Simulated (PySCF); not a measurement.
Vertical excitations of a molecule C₃H₇NSi from TDDFT-LC-ωPBE/def2-SVPD (PySCF), as energy in eV (oscillator strength): 5.89 (0.182), 6.13 (0.027), 6.69 (0.003), 6.81 (0.041), 7.39 (0.011), 7.68 (0.025), 7.77 (0.031), 8.31 (0.075), 8.38 (0.012), 8.42 (0.011). Lowest triplet (TDA): 3.58 eV. Geometry: TPSSh-D3(BJ)/def2-SVP. Other conformers were not sampled.

Question: Identify the compound among the candidates.
A) C[SiH2]CC#N
B) CC#C[SiH2]N
C) [SiH3]N1C=CC1
D) C=C=C[SiH2]N

Answer: C, [SiH3]N1C=CC1
